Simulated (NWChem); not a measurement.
Species: hydrogen bromide (HBr); SMILES Br

```xyz
2

Br     0.0000     0.0000     0.0493
H      0.0000     0.0000    -1.3730
```
Atoms are numbered in this order, from 1.

All runs use the structure optimised with PBE0/def2-SVP.

Spin-orbit effects, on the heavy nuclei and on their neighbours, are missing.

Problem. Give the principal values of the shielding tensors (ppm) of Br1 from B3LYP/pcSseg-0, GIAO (NWChem), with their diamagnetic and paramagnetic parts as GIAO splits them.

Solution. 
| atom | σ11 | σ22 | σ33 | isotropic | diamagnetic | paramagnetic |
|---|---|---|---|---|---|---|
| Br1 | 2195.1 | 2195.1 | 3124.7 | 2505.0 | 3118.4 | -613.5 |
